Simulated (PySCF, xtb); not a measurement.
H3NPb, SMILES [PbH][NH2] (connectivity only; charge and spin as stated), neutral, multiplicity 1.

GFN2-xTB run with xtb 6.7.1 at its own geometry gives an orbital gap of 3.10 eV and a dipole moment of 3.25 D.

Geometry: B3LYP-D3(BJ)/def2-TZVP. The def2 effective core potentials stand for the cores of Pb; spin–orbit coupling is left out.

Q: What does ωB97X/def2-TZVPD (PySCF) give? (The exact figures need the calculation; the answer reports its results.)

A: gap 8.64 eV (levels -8.89 and -0.26 eV), dipole 1.23 D.
